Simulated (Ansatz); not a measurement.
Molecule: sum formula SiN$_{3}$H$_{8}$ (charge +1, singlet). It need not be the lowest isomer of its formula. 
Structure (B3LYP-D3(BJ)/def2-TZVP (Ansatz, a program for electronic structure) minimum search):
```
Si
N 1 1.6732
H 2 1.0086 1 122.30
H 2 1.0087 3 112.31 1 170.12
N 1 1.6835 2 113.63 3 143.87
H 5 1.0094 1 124.15 2 176.15
H 5 1.0101 6 110.80 1 -154.16
H 1 1.4672 2 112.16 3 0.56
N 1 1.9297 8 98.43 2 112.22
H 9 1.0217 1 111.14 8 -61.70
H 9 1.0219 10 107.11 1 -124.55
H 9 1.0219 10 107.52 11 -114.85
```
Charge +1, spin multiplicity 1.

Total electronic energies in hartree. Valence correlation only, unless marked. Spin-orbit coupling is left out. Non-relativistic unless marked X2C. CBS marks a two-point X^-3 extrapolation of the correlation energy; Hartree-Fock from the larger set.

| level | program | energy (Eh) |
|---|---|---|
| HF/cc-pV(T+d)Z | Ansatz | -456.92055 |
| HF/cc-pV(Q+d)Z | Ansatz | -456.93688 |
| BLYP-D4/def2-TZVPD | Ansatz + dftd4 | -458.45828 |
| revPBE-D3(BJ)/def2-TZVPD | Ansatz + dftd3 | -458.41437 |
| revPBE/def2-TZVPD | Ansatz | -458.39270 |
| B97M-V/def2-TZVPD | Ansatz | -458.40646 |
| B3LYP/def2-TZVPD | Ansatz | -458.53789 |
| PBE0/6-31G* | Ansatz | -458.07460 |
| PBE0-D3(BJ)/def2-TZVPD | Ansatz + dftd3 | -458.20261 |
| PBE0-D4/def2-TZVP | Ansatz + dftd4 | -458.19983 |
| PBE0/def2-TZVPD | Ansatz | -458.19517 |
| BHLYP-D4/def2-TZVPD | Ansatz + dftd4 | -458.42437 |
| LC-wPBE/def2-TZVPD | Ansatz | … |
| wB97X-V/def2-TZVPD | Ansatz | -458.41237 |
| B2PLYP-D4/def2-TZVPD | Ansatz + dftd4 | -458.25880 |
| B2PLYP/def2-TZVPD | Ansatz | -458.25379 |
| RI-MP2/cc-pV(T+d)Z | Ansatz | -457.68747 |
| RI-MP2/cc-pV(Q+d)Z | Ansatz | -457.75764 |
| SCS-MP2/STO-3G | Ansatz | -451.60550 |
| CCSD/cc-pV(D+d)Z | Ansatz | -457.50162 |
| CCSD/CBS(cc-pV(T+d)Z,cc-pV(Q+d)Z) | Ansatz | -457.8200 |
| X2C-CCSD(T)/cc-pVTZ-DK | Ansatz | -458.43459 |
| CCSD(T)/CBS(cc-pV(T+d)Z,cc-pV(Q+d)Z) | Ansatz | -457.8544 |

Problem. Some entries are withheld; supply them.

Solution. 
- LC-wPBE/def2-TZVPD, energy (Eh): -458.32801
